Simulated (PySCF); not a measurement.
Molecule: SMILES C=CC#CC[SiH3], C5H8Si.

Geometry (Å), atoms numbered from 1 in this order:
```xyz
14

C     3.102    0.924   -0.248
C     2.289    0.697    0.795
C     1.047    0.007    0.726
C    -0.015   -0.587    0.698
C    -1.307   -1.236    0.632
Si   -2.656   -0.031    0.039
H     2.850    0.577   -1.253
H     4.042    1.464   -0.115
H     2.579    1.064    1.787
H    -1.604   -1.630    1.619
H    -1.284   -2.094   -0.062
H    -3.966   -0.750   -0.015
H    -2.313    0.476   -1.322
H    -2.760    1.115    0.989
```

Geometry PBE0-D3(BJ)/def2-SVP throughout; GIAO in PySCF 2.14, gas phase, one conformer, non-relativistic; equivalent atoms averaged; basis pcSseg-1.

Problem. How do the shifts δ (against TMS at the same level) depend on the functional? (a selection of nuclei; ppm; last column core-seconds on 1 thread of an Arm Neoverse V1, shared host)

Solution. 
| functional | kind | C1 | C2 | C3 | C5 | Si6 | H9 | H7 | H8 | H10/H11 | core-s |
| --- | --- | --- | --- | --- | --- | --- | --- | --- | --- | --- | --- |
| PBE0 | global hybrid | 134.2 | 126.3 | 84.9 | 0.9 | -63.2 | 5.90 | 5.80 | 5.62 | 1.86 | 12 |
| mPW1PW91 | global hybrid | 134.2 | 126.2 | 84.6 | 1.0 | -62.0 | 5.88 | 5.78 | 5.61 | 1.85 | 12 |
| WP04 | global hybrid | 132.1 | 124.2 | 80.7 | 3.7 | -57.9 | 5.56 | 5.46 | 5.31 | 1.79 | 12 |
| B97-2 | global hybrid | 130.8 | 123.0 | 82.7 | 1.5 | -61.3 | 5.84 | 5.73 | 5.54 | 1.86 | 12 |
| BHandHLYP | global hybrid | 135.7 | 127.8 | 82.1 | -0.4 | -61.1 | 5.81 | 5.76 | 5.55 | 1.72 | 12 |
| CAM-B3LYP | range-separated hybrid | 136.7 | 129.7 | 83.8 | -0.5 | -64.5 | 5.84 | 5.77 | 5.57 | 1.69 | 17 |
| wB97X-D | range-separated hybrid | 135.4 | 127.4 | 83.1 | -0.4 | -61.2 | 5.85 | 5.82 | 5.65 | 1.70 | 16 |
| LC-wPBE | range-separated hybrid | 140.2 | 131.9 | 84.8 | -1.7 | -60.4 | 5.92 | 5.94 | 5.82 | 1.56 | 24 |

Problem. Which nucleus among those listed moves most, in ppm?

Solution. C1 (terminal =CH2 carbon): from 130.8 ppm with B97-2 to 140.2 ppm with LC-wPBE. The smallest spread is 0.31 ppm, at H10/H11. Proton shifts span only some 12 ppm, so a few tenths of a ppm matter as much there as several ppm in carbon.
